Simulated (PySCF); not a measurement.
Isomers of C3H9ClSSi2, mass 167.965 u with the commonest isotopes. The calculation used wB97X-D/def2-SVPD in PySCF (dipole) on a GFN2-xTB geometry, gas phase. One conformer each, none proved a minimum here; rigid rotors.

Problem. Order these by rotational constant C, largest first.
A. `[CH3:1]/[CH:2]=[CH:3]/[SiH2:4][S:5][SiH2:6][Cl:7]` with C2–C3–Si4–S5 145°, C3–Si4–S5–Si6 -43°, Si4–S5–Si6–Cl7 -33°
B. `[CH3:1][S:2][SiH2:3]/[C:4]([Cl:5])=[CH:6]/[SiH3:7]` with C1–S2–Si3–C4 -61°, S2–Si3–C4–Cl5 157°
C. `[Cl:1][SiH2:2][S:3][CH:4]1[CH2:5][SiH2:6][CH2:7]1` with Cl1–Si2–S3–C4 -44°, Si2–S3–C4–C5 180°, S3–C4–C5–Si6 139°, C4–C5–Si6–C7 -13°, C5–Si6–C7–C4 13°, S3–C4–C7–Si6 -138°
D. `[CH3:1][S:2][Si@@H:3]([Cl:4])/[CH:5]=[CH:6]/[SiH3:7]` with C1–S2–Si3–Cl4 55°, S2–Si3–C5–C6 4°
E. `[Cl:1][Si@H:2]1[CH2:3][CH2:4][S:5][SiH2:6][CH2:7]1` with Cl1–Si2–C3–C4 63°, Si2–C3–C4–S5 74°, C3–C4–S5–Si6 -71°, C4–S5–Si6–C7 56°
F. `[CH3:1][C@@H:2]1[CH2:3][Si@H:4]([Cl:5])[S:6][SiH2:7]1` with C1–C2–C3–Si4 -172°, C2–C3–Si4–Cl5 152°, C3–Si4–S6–Si7 -6°, Si4–S6–Si7–C2 -15°
G. `[Cl:1][SiH2:2][SiH2:3][S:4][CH:5]1[CH2:6][CH2:7]1` with Cl1–Si2–Si3–S4 180°, Si2–Si3–S4–C5 180°, Si3–S4–C5–C6 80°

Solution. E (761.7 MHz), F (647.1 MHz), A (601.4 MHz), C (567.8 MHz), B (545.0 MHz), D (463.5 MHz), G (401.0 MHz).

Problem. Order these by rotational constant B, smallest first.
A. `[CH3:1][S:2][Si@@H:3]([Cl:4])/[CH:5]=[CH:6]/[SiH3:7]` with C1–S2–Si3–Cl4 55°, S2–Si3–C5–C6 4°
B. `[Cl:1][SiH2:2][SiH2:3][S:4][CH:5]1[CH2:6][CH2:7]1` with Cl1–Si2–Si3–S4 180°, Si2–Si3–S4–C5 180°, Si3–S4–C5–C6 80°
C. `[SiH3:1][S:2][Si@@H:3]([Cl:4])[CH:5]1[CH2:6][CH2:7]1` with Si1–S2–Si3–Cl4 47°, S2–Si3–C5–C6 168°
D. `[Cl:1][Si@H:2]1[CH2:3][CH2:4][S:5][SiH2:6][CH2:7]1` with Cl1–Si2–C3–C4 63°, Si2–C3–C4–S5 74°, C3–C4–S5–Si6 -71°, C4–S5–Si6–C7 56°
E. `[CH3:1][C@@H:2]1[CH2:3][Si@H:4]([Cl:5])[S:6][SiH2:7]1` with C1–C2–C3–Si4 -172°, C2–C3–Si4–Cl5 152°, C3–Si4–S6–Si7 -6°, Si4–S6–Si7–C2 -15°
F. `[CH3:1][S:2][SiH2:3]/[C:4]([Cl:5])=[CH:6]/[SiH3:7]` with C1–S2–Si3–C4 -61°, S2–Si3–C4–Cl5 157°
G. `[Cl:1][SiH2:2][S:3][CH:4]1[CH2:5][SiH2:6][CH2:7]1` with Cl1–Si2–S3–C4 -44°, Si2–S3–C4–C5 180°, S3–C4–C5–Si6 139°, C4–C5–Si6–C7 -13°, C5–Si6–C7–C4 13°, S3–C4–C7–Si6 -138°

Solution. B (424.0 MHz), A (579.1 MHz), G (642.3 MHz), F (677.5 MHz), C (735.3 MHz), E (851.4 MHz), D (904.1 MHz).

Problem. Order these by out-of-plane moment Σ m c² = (Ia + Ib − Ic)/2, largest first.
A. `[CH3:1][S:2][Si@@H:3]([Cl:4])/[CH:5]=[CH:6]/[SiH3:7]` with C1–S2–Si3–Cl4 55°, S2–Si3–C5–C6 4°
B. `[CH3:1][C@@H:2]1[CH2:3][Si@H:4]([Cl:5])[S:6][SiH2:7]1` with C1–C2–C3–Si4 -172°, C2–C3–Si4–Cl5 152°, C3–Si4–S6–Si7 -6°, Si4–S6–Si7–C2 -15°
C. `[Cl:1][SiH2:2][S:3][CH:4]1[CH2:5][SiH2:6][CH2:7]1` with Cl1–Si2–S3–C4 -44°, Si2–S3–C4–C5 180°, S3–C4–C5–Si6 139°, C4–C5–Si6–C7 -13°, C5–Si6–C7–C4 13°, S3–C4–C7–Si6 -138°
D. `[Cl:1][Si@H:2]1[CH2:3][CH2:4][S:5][SiH2:6][CH2:7]1` with Cl1–Si2–C3–C4 63°, Si2–C3–C4–S5 74°, C3–C4–S5–Si6 -71°, C4–S5–Si6–C7 56°
E. `[CH3:1]/[CH:2]=[CH:3]/[SiH2:4][S:5][SiH2:6][Cl:7]` with C2–C3–Si4–S5 145°, C3–Si4–S5–Si6 -43°, Si4–S5–Si6–Cl7 -33°
F. `[SiH3:1][S:2][Si@@H:3]([Cl:4])[CH:5]1[CH2:6][CH2:7]1` with Si1–S2–Si3–Cl4 47°, S2–Si3–C5–C6 168°
G. `[Cl:1][SiH2:2][SiH2:3][S:4][CH:5]1[CH2:6][CH2:7]1` with Cl1–Si2–Si3–S4 180°, Si2–Si3–S4–C5 180°, Si3–S4–C5–C6 80°
H. `[CH3:1][S:2][SiH2:3]/[C:4]([Cl:5])=[CH:6]/[SiH3:7]` with C1–S2–Si3–C4 -61°, S2–Si3–C4–Cl5 157°

Solution. D (82.86 u·Å²), E (61.95 u·Å²), C (57.55 u·Å²), H (55.82 u·Å²), B (36.60 u·Å²), A (29.91 u·Å²), F (25.00 u·Å²), G (21.96 u·Å²).

```
                     SMILES  point group  Ia (u·Å²)  Ib (u·Å²)  Ic (u·Å²)      κ  μa (D)  μb (D)  μc (D)
   CS[Si@@H](Cl)/C=C/[SiH3]           C1     277.48     872.66    1090.31  -0.83    0.17    0.30    0.78
C[C@@H]1C[Si@H](Cl)S[SiH2]1           C1     260.54     593.59     780.94  -0.68    2.34    2.02    0.50
       Cl[Si@H]1CCS[SiH2]C1           C1     270.22     558.99     663.48  -0.74    0.70    0.04    1.20
       Cl[SiH2][SiH2]SC1CC1           C1     112.27    1191.83    1260.18  -0.99    1.70    0.70    0.10
       Cl[SiH2]SC1C[SiH2]C1           C1     218.34     786.83     890.07  -0.91    1.14    0.58    0.67
      C/C=C/[SiH2]S[SiH2]Cl           C1     361.36     602.89     840.36  -0.41    2.05    0.74    0.48
    CS[SiH2]/C(Cl)=C/[SiH3]           C1     293.09     745.94     927.38  -0.78    0.13    0.74    0.83
    [SiH3]S[Si@@H](Cl)C1CC1           C1     252.64     687.29     889.93  -0.77    0.73    0.31    0.56
```
